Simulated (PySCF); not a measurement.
# MnH₄: one-bond stretch

All numbers come from PySCF, UPBE0, basis Mn def2-TZVP, H def2-TZVP (no relativity, density fitting).

Rigid scan from the quartet minimum (H–H 0.860 Å, Mn–H 1.564 Å, Mn–H 1.606 Å, Mn–H 1.702 Å, Mn–H 1.745 Å; H–H–Mn 72.8°, H–H–Mn 78.3°, H–Mn–H 28.9°, H–Mn–H 71.3°, H–Mn–H 93.5°, H–Mn–H 100.2°, H–Mn–H 164.8°, H–Mn–H 166.3°). Coordinate: the bond from Mn to the last atom (H) scaled, the rest fixed. Energies in kJ/mol from the minimum.

**Question.** Predict the curve at 0.92, 0.96, 1.00, 1.05, 1.12, 1.20, 1.35, 1.55, 1.80, 2.20.

**Answer.** 
| scale of one bond | E (kJ/mol) | dipole size (D) | ⟨S²⟩ |
| --- | --- | --- | --- |
| 0.92 | 8.5 | 2.89 | 4.02 |
| 0.96 | 2.0 | 2.89 | 4.03 |
| 1.00 | 0.0 | 2.87 | 4.04 |
| 1.05 | 2.8 | 2.82 | 4.05 |
| 1.12 | 15.2 | 2.71 | 4.07 |
| 1.20 | 39.2 | 2.50 | 4.11 |
| 1.35 | 100.5 | 1.82 | 4.25 |
| 1.55 | 168.7 | – | 4.66 |
| 1.80 | 194.6 | – | 4.91 |
| 2.20 | 198.2 | – | 4.95 |

Spin contamination is strong at 0.92, 0.96, 1.00, 1.05, 1.12, 1.20, 1.35, 1.55, 1.80, 2.20, so these points are less reliable.

With open d or f shells other occupations or spin states may lie lower.

Other isomers or separated fragments may lie lower.
